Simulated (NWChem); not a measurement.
Species: VNHClF₂; SMILES [NH]=[V]([F])([F])[Cl]

```xyz
6

V     -0.0215     0.2986     0.0000
N     -1.5435     0.7238     0.0000
H     -2.5276     0.9950     0.0000
F      0.7059     0.9344     1.4089
F      0.7059     0.9344    -1.4089
Cl     0.0304    -1.8519     0.0000
```
Atoms are numbered in this order, from 1.

Level: PBE0/def2-SVP (NWChem), optimised geometry, unscaled harmonic frequencies. 

| frequency (cm⁻¹) | IR intensity (km/mol) |
|---|---|
| 161 | 0.2 |
| 190 | 5.1 |
| 218 | 6.0 |
| 271 | 18.7 |
| 281 | 38.7 |
| 448 | 124.3 |
| 459 | 10.2 |
| 530 | 196.2 |
| 773 | 152.3 |
| 828 | 178.0 |
| 1150 | 101.9 |
| 3627 | 295.5 |

```yaml
zero_point_energy: 12.8 kcal/mol
thermal correction to the enthalpy at 298.15 K (with zero-point energy): 17.4 kcal/mol
heat capacity Cv: 20.4 cal/(mol K)
entropy at 298.15 K and 1 atm (symmetry number 1): 80.4 cal/(mol K)
dipole_moment: 2.54 D
```

Rigid rotor and harmonic oscillator.
